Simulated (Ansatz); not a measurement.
Total energies of `CO[SiH](F)C#N`.

```xyz
10

C     0.525    0.597   -1.360
O     0.356   -0.651   -0.707
Si   -0.499   -0.961    0.617
F    -2.061   -0.807    0.388
C    -0.082    0.302    1.907
N     0.222    1.089    2.690
H     1.368    0.501   -2.044
H     0.739    1.393   -0.641
H    -0.371    0.854   -1.929
H    -0.197   -2.318    1.079
```

Total charge 0; spin multiplicity 1. All single points use the PBE0-D4/def2-TZVP geometry. It is one conformer, not always the lowest. Basis def2-TZVPP, Ansatz 0.2.0.

RPA on PBE orbitals: Hartree–Fock energy of these orbitals -595.93899 Eh, correlation -1.72711 Eh (frozen core).

```
             functional  energy without D4 (Eh)  D4 term (kJ/mol)
            LDA (SPW92)              -594.66376                 –
                    PBE              -597.67291             -20.3
                 revPBE              -598.00242             -61.9
                   BLYP              -598.10670             -44.5
                 r2SCAN              -597.98723              -5.2
                 B97M-V              -598.02790                 –
                   PBE0              -597.70677             -17.2
                  B3LYP              -598.19368             -32.6
                r2SCANh              -597.96763              -5.5
                r2SCAN0              -597.93962              -6.0
HSE06 (plane-wave form)              -597.68587             -16.0
                  BHLYP              -598.02248             -24.5
              CAM-B3LYP              -598.06833             -17.5
                LC-ωPBE              -597.88124                 –
                ωB97X-V              -598.02363                 –
                ωB97M-V              -598.06055                 –
                 B2PLYP              -597.84889                 –
               PBE-QIDH              -597.58643                 –
```

B3LYP takes the VWN-RPA correlation (the form of Gaussian; ORCA's B3LYP/G). HSE06 is the plane-wave form, built on full-range PBE exchange. The double hybrids freeze the cores in their second-order part.

LC-ωPBE has ω = 0.4 bohr⁻¹.
